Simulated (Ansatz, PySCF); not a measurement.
1-fluoro-1-methylcyclopropane (C4H7F), SMILES C1(CC1)(C)F.

Geometry: PBE-D3(BJ)/def2-SVP.

Vertical ionisation energy (IE) and electron affinity (EA) in eV. Rows of orbital energies are one-electron estimates. Where ΔSCF, EOM or ADC give a negative EA the extra electron is unbound and the value depends on the basis.

```json
[
 {"level": "−ε(HOMO), −ε(LUMO), HF/def2-TZVP (PySCF)", "IE": "11.15", "EA": "-3.83"},
 {"level": "−ε(HOMO), −ε(LUMO), PBE/def2-TZVP (PySCF)", "IE": "6.42", "EA": "-0.45"},
 {"level": "ΔSCF, CAM-B3LYP/def2-SVPD (Ansatz), final states of multiplicity 2 and 2", "IE": "10.31", "EA": "-1.97"},
 {"level": "ΔSCF, PBE/def2-SVPD (Ansatz), final states of multiplicity 2 and 2", "IE": "___", "EA": "___"}
]
```

Question: Fill in the missing entries. (The exact figures need the calculation; the answer reports its results.)

Answer: 
- ΔSCF, PBE/def2-SVPD (Ansatz, an electronic-structure program), final states of multiplicity 2 and 2, IE: 9.86
- ΔSCF, PBE/def2-SVPD (Ansatz), final states of multiplicity 2 and 2, EA: -1.69

Question: What vertical singlet–triplet gap does ΔSCF give with CAM-B3LYP/def2-SVPD (Ansatz) and with PBE/def2-SVPD (Ansatz)? (An estimate is asked for; the answer gives what the named calculation found.)

Answer: 7.69 and 6.90 eV (triplet above singlet where positive).
